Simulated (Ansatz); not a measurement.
Job for Ansatz (a program for electronic structure): R-wB97M-V/def2-TZVPPD on C2H3F (SMILES C=CF). Files ending in .json are basis or fitting sets from the Basis Set Exchange.

Ansatz 0.2 input:
```yaml
crystal:
  periodic: [false, false, false]
  atoms:
    - {symbol: C, position_ang: [-1.00655886, -0.35791689, 3.90895199]}
    - {symbol: C, position_ang: [0.09519202, 0.15890874, 4.41064958]}
    - {symbol: F, position_ang: [1.11778018, 0.57550235, 3.62103330]}
    - {symbol: H, position_ang: [-1.14257238, -0.47241460, 2.84044055]}
    - {symbol: H, position_ang: [-1.78722517, -0.67218747, 4.58660706]}
    - {symbol: H, position_ang: [0.32289834, 0.31308457, 5.45686366]}
basis:
  gaussian:
    orbitals: def2-TZVPPD.json
hamiltonian:
  xc: {name: wB97M-V}
scf: {lower_state_search: off}
```

The log:

```
WARN ansatz: RAYON_NUM_THREADS=2 ignored (pool sized by the plan → 2); use --threads N
Functional definition: wB97M-V
these checks for a lower state are left out or cut short: stability, starts, cluster_reference, orbital_swaps, neighbouring_geometries, increment
integrals: 0.07 GiB planned
722 factors; their error is unknown
integrals: 0.10 GiB planned
224 factors; integrals over basis functions are off by at most 2.7e-5 eV
mean field: 0.75 GiB planned
mean field evaluation 1: about -4836.7495 eV, gradient 3.5e1 eV
mean field evaluation 2: about -4837.9421 eV, gradient 2.6e1 eV
mean field evaluation 4: about -4839.1978 eV, gradient 1.4e0 eV
mean field evaluation 8: about -4839.2067 eV, gradient 5.5e-2 eV
mean field evaluation 16: about -4839.1982 eV, gradient 1.0e-5 eV
mean field -4839.19816887 eV, -177.8372525796 hartree, gradient 2.9e-6 eV, S^2 0.000000; 0 other end points of the search recorded, 0 dependent functions left out
reference -4839.19821797 eV, -177.8372543841 hartree; 12, 12 occupied and 153, 153 virtual orbitals, 722 factors
Total energy: -4839.19821797 eV, -177.8372543841 hartree
Checks for a lower state left out: stability, starts, cluster_reference, orbital_swaps, neighbouring_geometries, increment
```

Self-consistency was reached.

Cost: about 2.0 core-seconds (a rough figure).
